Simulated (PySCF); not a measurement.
# [SnH3]-, singlet: molecular constants

Method: PBE0 in PySCF with Sn def2-TZVPD with ECP28, H def2-TZVPD; scalar-relativistic core potentials, no spin–orbit coupling; density-fitted integrals.

The structure is a minimum.

```xyz
4
charge -1 multiplicity 1, angstrom
Sn    0.0000    0.0243    0.0000
H     0.0000   -0.9656    1.5005
H     1.2995   -0.9656   -0.7502
H    -1.2995   -0.9656   -0.7502
```

| Property | Result |
| --- | --- |
| Point group | C3v |
| Bond lengths | Sn–H 1.798 Å (×3) |
| Bond angles | H–Sn–H 92.6° (×3) |
| Dipole moment about the centre of mass | 1.44 D |
| Lowest empty level | 4.10 eV |
| Principal polarisabilities | 83.0, 83.0, 104.5 bohr³ |
| Enthalpy at 298.15 K above 0 K | 10.73 kJ/mol |
| Zero-point energy | 41.6 kJ/mol |
| Rotational constants | 2.678, 2.678, 2.476 cm⁻¹ |
| Heat capacity Cp at 298.15 K | 43.5 J/(mol K) |
| Highest occupied level | -0.37 eV |
| Entropy at 298.15 K and 1 bar | 235.0 J/(mol K) |
| Rotational symmetry number | 3 |
| Principal quadrupole moments (Buckingham, traceless) about the centre of mass | -3.84, 1.92, 1.92 D Å |

Harmonic modes (masses in u: Sn 119.902, H 1.008):
```tsv
symmetry	ω (cm⁻¹)	IR (km/mol, summed over degenerate members)	μ (u)	type
a1	722	214	1.03	bend
e	742	113	1.01	bend
e	1580	1567	1.02	stretch
a1	1583	696	1.01	stretch
```

In C3v the vibrations span 2a1 + 2e.

Charges (e); Mulliken and Löwdin values are unreliable with diffuse functions:
| atom | Mulliken | Löwdin | polar tensor | Mayer order to Sn1 |
| --- | --- | --- | --- | --- |
| Sn1 | -0.77 | -0.10 | 0.32 | – |
| H2,3,4 | -0.08 | -0.30 | -0.44 | 1.03 |

Mulliken populations on Sn1 (electrons outside its core potential): s 3.64, p 8.96, d 10.14, f 0.02.

Outer orbital energies (eV). occupied: -21.58, -21.46, -21.46, -21.39, -7.65, -2.61, -2.61, -0.37; empty: 4.10, 4.88, 4.88, 5.75.

Counting electrons, tin keeps 2 of its valence electrons outside its bonds, so the VSEPR class is AX3E1 and the expected shape is trigonal pyramidal (C3v), as computed. The angle of 93° is close to 90°: the heavy centre bonds with nearly pure p orbitals and keeps its lone pair s-like.

This need not be the most stable arrangement of these atoms. The lowest empty level of this anion is unbound, so it and the gap depend on the basis.

The final relaxation and frequency run took 13 s on 2 threads of a shared Arm Neoverse V2 host, with 83 basis functions and 8 gradients; the process peaked at 0.97 GiB. Launch command: `OMP_NUM_THREADS=2 python axn.py task.json out`.
